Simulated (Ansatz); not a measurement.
Coupled-cluster run, `ClB[SiH]1C[SiH2]1`.

```yaml
crystal:
  periodic: [false, false, false]
  atoms:
    - {symbol: Cl, position_ang: [-2.746806, -0.451035, -0.334752]}
    - {symbol: B, position_ang: [-1.838091, 1.016232, -0.041623]}
    - {symbol: Si, position_ang: [0.113505, 0.970390, -0.231646]}
    - {symbol: C, position_ang: [0.880607, -0.652423, -0.871479]}
    - {symbol: Si, position_ang: [0.907101, -0.782381, 0.998506]}
    - {symbol: H, position_ang: [-2.455107, 1.960918, 0.345409]}
    - {symbol: H, position_ang: [0.939747, 2.196277, -0.331769]}
    - {symbol: H, position_ang: [1.848088, -0.556065, -1.358905]}
    - {symbol: H, position_ang: [0.203382, -1.298981, -1.424444]}
    - {symbol: H, position_ang: [2.240962, -0.723054, 1.638366]}
    - {symbol: H, position_ang: [-0.028088, -1.736778, 1.633036]}
basis:
  gaussian: {orbitals: def2-TZVPP}
correlation: {method: ccsd_t}
```

```sh
$ ansatz run in.yaml --threads 4 --pin off --events-out ev --progress --plain --max-ram 10444MiB
```

The program prints (abridged):

```
Functional definition: HF
1572 factors; integrals over basis functions are off by at most 1.4e-3 eV
mean field evaluation 1: about -30022.7280 eV, gradient 3.0e1 eV
mean field evaluation 2: about -30023.0516 eV, gradient 3.1e1 eV
mean field evaluation 4: about -30026.1819 eV, gradient 4.1e0 eV
mean field evaluation 8: about -30026.2625 eV, gradient 2.7e-1 eV
mean field evaluation 16: about -30026.2631 eV, gradient 2.1e-6 eV
mean field -30026.26310780 eV, -1103.4448166794 hartree, gradient 2.1e-6 eV, S^2 0.000000; 0 other end points of the search recorded, 0 dependent functions left out
17 core orbitals not correlated: weight in the atoms' cores, before any rotation towards them, 1.000 or more for the frozen orbitals, at most 0.000 for the correlated occupied ones
reference -30026.26310780 eV, -1103.4448166794 hartree; 14, 14 occupied and 241, 241 virtual orbitals, 1572 factors
second order -19.13742018 eV of doubles, -0.00000000 eV of singles
cycle   1  -20.24377143 eV  change    -1.1e0 eV  update   1.1e-1
cycle   2  -20.79960868 eV  change   -5.6e-1 eV  update   3.3e-2
cycle   3  -20.90807274 eV  change   -1.1e-1 eV  update   1.9e-2
cycle   4  -20.89860309 eV  change    9.5e-3 eV  update   6.2e-3
cycle   5  -20.89537639 eV  change    3.2e-3 eV  update   3.4e-3
cycle   6  -20.89559538 eV  change   -2.2e-4 eV  update   1.2e-3
cycle   7  -20.89547794 eV  change    1.2e-4 eV  update   5.4e-4
cycle   8  -20.89556717 eV  change   -8.9e-5 eV  update   2.2e-4
cycle   9  -20.89560741 eV  change   -4.0e-5 eV  update   8.7e-5
cycle  10  -20.89556148 eV  change    4.6e-5 eV  update   3.6e-5
cycle  11  -20.89556808 eV  change   -6.6e-6 eV  update   1.3e-5
perturbative correction -0.96619396 eV, -0.0355069733 hartree
Total energy: -30048.12486984 eV, -1104.2482216162 hartree
```

It took 3.2 min on 4 threads of an Arm Neoverse V1 on a shared host, with 6.5 GiB of host memory at the peak.

Correlation energy per correlated electron: -0.781 eV. T1 diagnostic: 0.0151.
